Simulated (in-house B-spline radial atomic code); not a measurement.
Configurations of Si II (Si+), with energies counted from [Ne] 3s2 (3p1/2)1. Computed with a radial B-spline atomic code at the basis-set limit: Dirac-Hartree-Fock, average of each configuration as written, Fermi nucleus of rms radius 3.1224 fm. Energies include first-order Breit, QED and recoil terms.

Occupations are held fixed; configurations that lie above the ionisation limit could autoionise.

| configuration | E - E(ref) (eV) | highest orbital | its <r> (bohr) |
| --- | --- | --- | --- |
| [Ne] 3s2 6s1 | 13.214 | 6s1/2 | 16.37 |
| [Ne] 3s2 (5f7/2)1 | 13.534 | 5f7/2 | 15.65 |
| [Ne] 3s2 (6d5/2)1 | 14.102 | 6d5/2 | 23.68 |
| [Ne] 3s2 (6f5/2)1 | 14.202 | 6f5/2 | 23.87 |
| [Ne] 3s1 (3p1/2)1 (5g7/2)1 | 20.228 | 5g7/2 | 13.74 |
| [Ne] 3s1 (3p1/2)1 (6d3/2)1 | 20.755 | 6d3/2 | 23.26 |

Order these further configurations by energy, lowest first.
A. [Ne] 3s1 (3p3/2)2
B. [Ne] 3s1 (3p3/2)1 (5f7/2)1
C. [Ne] 3s2 (6p1/2)1
D. [Ne] 3s2 (7g9/2)1
E. [Ne] 3s2 (7d3/2)1

A (7.0225 eV), C (13.577 eV), E (14.542 eV), D (14.609 eV), B (20.26 eV).

How far above the reference does [Ne] 3s2 (3p3/2)1 lie?

0.036363 eV; its least bound orbital is 3p3/2 with <r> = 2.472 bohr.

How far above the reference does [Ne] 3s2 7s1 lie?

14.024 eV; its least bound orbital is 7s1/2 with <r> = 24.13 bohr.
